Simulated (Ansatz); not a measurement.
Frontier orbitals of C3H9Cl3GaP, SMILES `C[P+](C)(C)[Ga-]([Cl])([Cl])[Cl]`.

Z-matrix (Å, degrees):
```
C
P 1 1.806
H 1 1.092 2 111.4
H 1 1.091 2 108.8 3 -121.1
H 1 1.091 2 108.8 3 121.1
C 2 1.806 1 107.1 3 57.3
C 2 1.806 1 107.1 3 -57.3
Ga 2 2.388 1 111.8 3 180.0
H 6 1.092 2 111.4 1 -57.3
H 6 1.091 2 108.8 1 -178.4
H 6 1.091 2 108.8 1 63.8
H 7 1.091 2 108.8 1 178.4
H 7 1.092 2 111.4 1 57.3
H 7 1.091 2 108.8 1 -63.8
Cl 8 2.172 2 102.8 1 60.2
Cl 8 2.173 2 102.8 1 -179.8
Cl 8 2.173 2 102.8 1 -59.8
```

Total charge 0; spin multiplicity 1. Correlated methods include outer-core shells of Ga, which these sets cover unevenly. Scalar relativity is left out up to krypton. The geometry is a stationary point of PBE0-D4/def2-TZVP. It is one conformer, not always the lowest. Basis def2-TZVPP, Ansatz 0.2.0.

```
functional  HOMO (eV)  LUMO (eV)
   r2SCANh      -7.49      -0.38
```

Problem. Give HOMO and LUMO (eV) with LDA (SPW92), PBE, revPBE, BLYP, r2SCAN, B97M-V, PBE0, B3LYP, r2SCAN0, HSE06 (plane-wave form), BHLYP, CAM-B3LYP, LC-ωPBE, ωB97X-V, ωB97M-V, HF. (Estimate.)

Solution. Computed: 
```csv
functional,HOMO,LUMO
LDA (SPW92),-6.85,-1.39
PBE,-6.72,-1.07
revPBE,-6.67,-0.94
BLYP,-6.58,-1.01
r2SCAN,-7.03,-0.72
B97M-V,-7.11,-0.73
PBE0,-7.98,-0.08
B3LYP,-7.75,-0.40
r2SCAN0,-8.17,0.13
HSE06 (plane-wave form),-7.58,-0.45
BHLYP,-9.12,0.78
CAM-B3LYP,-9.27,0.87
LC-ωPBE,-10.58,2.16
ωB97X-V,-10.26,1.96
ωB97M-V,-10.08,1.61
HF,-10.88,2.75
```

B3LYP here is the variant with VWN-RPA as its local correlation; programs differ in this. LC-ωPBE has ω = 0.4 bohr⁻¹. Positive LUMOs are unbound and depend on the basis.
